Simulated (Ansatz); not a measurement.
Consider the redistribution: `O[CH](O)[GaH2]` + `[F][GeH2][O][GeH3]` → `[F][GeH2][GaH2]` + `OC(O)[O][GeH3]`.

Program: Ansatz. Geometries: PBE0-D4/def2-TZVP. ΔE: electronic, gas phase. CBS: MP2 limit from def2 TZ/QZ plus the TZ coupled-cluster correction, frozen cores. Functionals use def2-TZVPP. B3LYP here is the variant with VWN-RPA as its local correlation; programs differ in this. For Ga, Ge outer-core shells are correlated without core-valence functions, which leaves a few kJ/mol of doubt a bond. Scalar relativity is left out up to krypton. One conformer a species, not always the lowest.

```tsv
level	ΔE (kJ/mol)	difference from CCSD(T)/CBS
PBE-D4	-4.8	-15.7
r2SCAN-D4	-1.5	-12.4
PBE0-D4	-7.4	-18.3
B3LYP-D4	2.4	-8.5
ωB97M-V	0.9	-10.0
B2PLYP	8.3	-2.6
r2SCAN	-1.6	-12.5
PBE0	-8.0	-18.9
HF/def2-TZVPP	0.8	-10.1
SCS-MP2/def2-TZVPP	17.8	6.9
CCSD(T)/def2-TZVPP	8.1	-2.8
HF/def2-QZVPP	2.8	-8.1
SCS-MP2/def2-QZVPP	20.5	9.6
HF/CBS(def2)	3.1	-7.8
MP2/CBS(def2)	19.8	8.9
CCSD/CBS(def2)	9.7	-1.2
CCSD(T)/CBS	10.9	0
```

Largest T1 diagnostic among the species: 0.013.

In def2-TZVPP, CCSD(T) changes the Hartree–Fock value by +7.3 kJ/mol (the triples alone add +1.2 kJ/mol) and MP2 by +16.2 kJ/mol.

CCSD(T)/CBS has its own doubt, a few kJ/mol and more with outer-core shells, so smaller differences from it don't rank the levels.
